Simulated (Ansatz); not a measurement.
Species: GaBr₃, charge -1, multiplicity 2. 
Geometry from a B3LYP-D3(BJ)/def2-TZVP (Ansatz, an electronic-structure program) optimisation:
```
Ga
Br 1 2.4616
Br 1 2.4616 2 108.79
Br 1 2.4616 2 108.79 3 118.37
```
Charge -1, spin multiplicity 2.

Basis-set convergence of Hartree-Fock and CCSD correlation energies (hartree) with Ansatz. Cores are frozen in the correlated levels unless marked. Open shells are spin-unrestricted. Spin-orbit coupling is left out. Frozen are the shells of the preceding noble gas and the d and f shells that filled before the atom's block. No relativistic terms.

```tsv
basis	functions	E(HF)	E(corr, CCSD)
aug-cc-pVDZ	144	-9640.63728	-0.45565
aug-cc-pVTZ	236	___	___
```

Q: What belongs in the gaps?

A: 
- aug-cc-pVTZ, E(HF): -9640.92960
- aug-cc-pVTZ, E(corr, CCSD): -0.60037
